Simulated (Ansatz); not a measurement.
Gas-phase electronic energies from Ansatz, PBE0-D4/def2-TZVP geometries. CCSD(T)/CBS is the MP2 limit (def2-TZVPP, def2-QZVPP) plus CCSD(T) − MP2 in def2-TZVPP, frozen cores. Functionals use def2-TZVPP. B3LYP here is the variant with VWN-RPA as its local correlation; programs differ in this. Each species was taken in one conformer, which may not be the lowest.

Consider the cleavage of the Al–B bond: `C[SiH2][B](N)[AlH2]` + `C=C(N)[SiH3]` → `C=C([SiH3])[NH][AlH2]` + `C[SiH2]BN`.

`C[SiH2][B](N)[AlH2]`:

```xyz
14

C    -0.760   -1.980    0.758
Si   -0.748   -0.130    1.101
B     0.447    0.869   -0.182
N     1.427    1.715    0.329
Al    0.287    0.701   -2.316
H     0.238   -2.407    0.886
H    -1.440   -2.502    1.434
H    -1.082   -2.176   -0.267
H    -0.353    0.103    2.530
H    -2.147    0.384    0.964
H     1.578    1.857    1.318
H     2.056    2.259   -0.242
H    -0.682   -0.331   -3.050
H     1.179    1.638   -3.263
```

`C=C(N)[SiH3]`:

Cartesian coordinates in Å:
```
C -1.469 0.488 0.172
C -0.140 0.330 0.103
N 0.771 1.332 0.400
Si 0.561 -1.364 -0.280
H -2.137 -0.344 -0.003
H -1.924 1.444 0.419
H 1.653 1.293 -0.083
H 0.397 2.268 0.444
H 1.251 -1.937 0.906
H 1.574 -1.248 -1.368
H -0.538 -2.261 -0.711
```

`C=C([SiH3])[NH][AlH2]`:

Z-matrix (Å, degrees):
```
Si
C 1 1.879
H 1 1.488 2 111.0
H 1 1.484 2 107.7 3 -120.0
H 1 1.488 2 111.0 3 120.0
N 2 1.392 1 119.7 3 -60.0
C 2 1.341 1 117.4 3 120.0
Al 6 1.787 2 132.1 1 -0.0
H 6 1.015 2 111.3 1 180.0
H 7 1.081 2 121.3 1 0.0
H 7 1.088 2 121.7 1 -180.0
H 8 1.580 6 115.3 2 -180.0
H 8 1.578 6 118.3 2 0.0
```

`C[SiH2]BN`:

Z-matrix (Å, degrees):
```
C
Si 1 1.882
H 1 1.093 2 110.9
H 1 1.092 2 111.2 3 120.3
H 1 1.093 2 110.5 3 -119.6
B 2 2.017 1 112.5 3 61.1
H 2 1.498 1 109.0 3 -61.8
H 2 1.495 1 108.6 3 -177.2
N 6 1.387 2 121.0 1 -124.9
H 6 1.201 2 121.9 1 54.9
H 9 1.007 6 123.3 2 -0.2
H 9 1.007 6 123.4 2 -179.6
```

CCSD(T)/CBS gives -132.4 kJ/mol.

(1) Another level gave -121.4 kJ/mol. Which?
A. PBE0-D4/def2-TZVPP
B. B3LYP-D4/def2-TZVPP
C. SCS-MP2/def2-TZVPP
D. ωB97X-V/def2-TZVPP

Largest T1 diagnostic among the species: 0.013.

## Answers

(1) A. PBE0-D4 -121.4, SCS-MP2/def2-TZVPP -140.7, B3LYP-D4 -133.6, ωB97X-V -129.3 kJ/mol.

From PBE to PBE0 (25 % exact exchange), in def2-TZVPP and without D4, ΔE moves by −3.0 kJ/mol.
